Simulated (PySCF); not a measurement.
pent-1-ene (C5H10), SMILES C=CCCC. The structure is a stationary point at B3LYP-D3(BJ)/def2-SVP. Other conformers were not sampled.

Q: Give the equilibrium geometry at B3LYP-D3(BJ)/def2-SVP (PySCF confirms it by a frequency run) as bond lengths and angles. (Estimate from the structure and the level; the computed values follow.)

A: Several could match; the one computed here: 
Atoms: C1 C2 C3 C4 C5 H6 H7 H8 H9 H10 H11 H12 H13 H14 H15. Bonds (Å): C1–C2 1.336, C1–H6 1.096, C1–H7 1.094, C2–C3 1.503, C2–H8 1.097, C3–C4 1.540, C3–H9 1.103, C3–H10 1.107, C4–C5 1.529, C4–H11 1.104, C4–H12 1.104, C5–H13 1.103, C5–H14 1.102, C5–H15 1.101. Bond angles (°): C2–C1–H6 121.4, C2–C1–H7 121.7, H6–C1–H7 116.9, C1–C2–C3 125.1, C1–C2–H8 118.5, C3–C2–H8 116.4, C2–C3–C4 114.1, C2–C3–H9 109.2, C2–C3–H10 109.1, C4–C3–H9 109.2, C4–C3–H10 108.4, H9–C3–H10 106.6, C3–C4–C5 114.4, C3–C4–H11 108.7, C3–C4–H12 108.3, C5–C4–H11 109.7, C5–C4–H12 109.2, H11–C4–H12 106.2, C4–C5–H13 111.2, C4–C5–H14 111.8, C4–C5–H15 111.2, H13–C5–H14 107.5, H13–C5–H15 107.6, H14–C5–H15 107.3.
